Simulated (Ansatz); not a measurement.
Stepwise reaction of `B1C[SiH2]1` with hydrogen fluoride, as a gas-phase model of exchange steps in deposition or etching. ΔE in kJ/mol; ΔG adds harmonic PBE0-D4 terms to CCSD(T)/CBS, at 1 bar.

Calculated with Ansatz (gas phase, PBE0-D4/def2-TZVP geometries, no zero-point term in ΔE). CCSD(T)/CBS is the MP2 limit (def2-TZVPP, def2-QZVPP) plus CCSD(T) − MP2 in def2-TZVPP, frozen cores. This one scheme is used for every species. Functionals use def2-TZVPP. B3LYP here is the variant with VWN-RPA as its local correlation; programs differ in this.

| step | reaction | PBE-D4 | B3LYP-D4 | ωB97M-V | CCSD(T)/CBS | ΔG(400 K) |
| --- | --- | --- | --- | --- | --- | --- |
| 1 | `B1C[SiH2]1` + H–F → `F[SiH]1BC1` + H₂ | -93.9 | -100.6 | -102.0 | -96.3 | -96.8 |
| 2 | `F[SiH]1BC1` + H–F → `F[Si]1(F)BC1` + H₂ | -120.3 | -126.4 | -127.8 | -122.5 | -122.9 |

(1) By hand: ΔE of the 2 steps together at CCSD(T)/CBS.

## Answers

(1) (-96.3) + (-122.5) = -218.8 kJ/mol, or -109.4 kJ/mol a step.

In ΔE each step is lower than the one before. All are downhill at CCSD(T)/CBS. ΔG lies between -122.9 and -96.8 kJ/mol a step. PBE-D4 differs from CCSD(T)/CBS by 2.2 to 2.4 kJ/mol a step. Isolated molecules leave out the surface, adducts and barriers. Largest T1 diagnostic: 0.014.
